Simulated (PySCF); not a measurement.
CH5AlSe (SMILES [CH3][AlH][SeH]), singlet, geometry from GFN2-xTB (such geometries of metal compounds can be far from the true shape). Base run: M062X/6-31G (PySCF).

Input for PySCF:
```python
from pyscf import gto, scf, dft, solvent

mol = gto.M(
    atom='''
Al    0.031621   -0.661465    1.021935
H    -1.241233   -1.337807    1.573067
C     1.798305   -0.799710    1.901402
H     1.760100   -1.406179    2.812949
H     2.198001    0.181830    2.186893
H     2.553620   -1.253393    1.246917
Se   -0.431273    0.503726   -0.932288
H    -1.808107    0.086162   -0.815616
''',
    basis='6-31g',
    charge=0,
    spin=0,
    verbose=4,
)

mf = dft.RKS(mol)
mf.xc = 'm062x'
mf.kernel()
```

Variants of this job, named by their change:

```json
[
 {"change": "base", "ΔE vs base (kcal/mol)": "0.000", "dipole (D)": "1.94", "HOMO-LUMO gap (eV)": "7.67"},
 {"change": "model = IEF-PCM; solvent = dichloromethane; vdw_scale = 1.0", "ΔE vs base (kcal/mol)": "(withheld)", "dipole (D)": "(withheld)", "HOMO-LUMO gap (eV)": "(withheld)"},
 {"change": "model = IEF-PCM; solvent = dichloromethane", "ΔE vs base (kcal/mol)": "-4.50", "dipole (D)": "2.55", "HOMO-LUMO gap (eV)": "8.07"},
 {"change": "model = COSMO; solvent = dichloromethane", "ΔE vs base (kcal/mol)": "-4.49", "dipole (D)": "2.53", "HOMO-LUMO gap (eV)": "8.06"},
 {"change": "model = IEF-PCM; solvent = dimethylsulfoxide", "ΔE vs base (kcal/mol)": "-5.30", "dipole (D)": "2.65", "HOMO-LUMO gap (eV)": "8.14"},
 {"change": "model = IEF-PCM; solvent = dichloromethane; r_probe = 0.5", "ΔE vs base (kcal/mol)": "-1.75", "dipole (D)": "2.31", "HOMO-LUMO gap (eV)": "7.89"},
 {"change": "model = ddCOSMO; solvent = dichloromethane", "ΔE vs base (kcal/mol)": "(withheld)", "dipole (D)": "(withheld)", "HOMO-LUMO gap (eV)": "(withheld)"},
 {"change": "model = IEF-PCM; solvent = dichloromethane; lebedev_order = 11", "ΔE vs base (kcal/mol)": "-4.43", "dipole (D)": "2.54", "HOMO-LUMO gap (eV)": "8.06"},
 {"change": "model = IEF-PCM; solvent = acetonitrile", "ΔE vs base (kcal/mol)": "-5.23", "dipole (D)": "2.64", "HOMO-LUMO gap (eV)": "8.13"},
 {"change": "model = IEF-PCM; solvent = dichloromethane; vdw_scale = 1.4", "ΔE vs base (kcal/mol)": "(withheld)", "dipole (D)": "(withheld)", "HOMO-LUMO gap (eV)": "(withheld)"},
 {"change": "model = IEF-PCM; solvent = dichloromethane; lebedev_order = 41", "ΔE vs base (kcal/mol)": "-4.51", "dipole (D)": "2.55", "HOMO-LUMO gap (eV)": "8.07"},
 {"change": "model = SS(V)PE; solvent = dichloromethane", "ΔE vs base (kcal/mol)": "-4.47", "dipole (D)": "2.54", "HOMO-LUMO gap (eV)": "8.07"}
]
```

Problem. Some entries are withheld; supply them.

Solution. 
- model = IEF-PCM; solvent = dichloromethane; vdw_scale = 1.0, ΔE vs base (kcal/mol): -10.24
- model = IEF-PCM; solvent = dichloromethane; vdw_scale = 1.0, dipole (D): 2.83
- model = IEF-PCM; solvent = dichloromethane; vdw_scale = 1.0, HOMO-LUMO gap (eV): 8.31
- model = ddCOSMO; solvent = dichloromethane, ΔE vs base (kcal/mol): -3.17
- model = ddCOSMO; solvent = dichloromethane, dipole (D): 2.48
- model = ddCOSMO; solvent = dichloromethane, HOMO-LUMO gap (eV): 8.00
- model = IEF-PCM; solvent = dichloromethane; vdw_scale = 1.4, ΔE vs base (kcal/mol): -2.29
- model = IEF-PCM; solvent = dichloromethane; vdw_scale = 1.4, dipole (D): 2.36
- model = IEF-PCM; solvent = dichloromethane; vdw_scale = 1.4, HOMO-LUMO gap (eV): 7.92

The base is the gas phase, so ΔE is the electrostatic part of solvation at a fixed geometry, without cavity and dispersion terms.
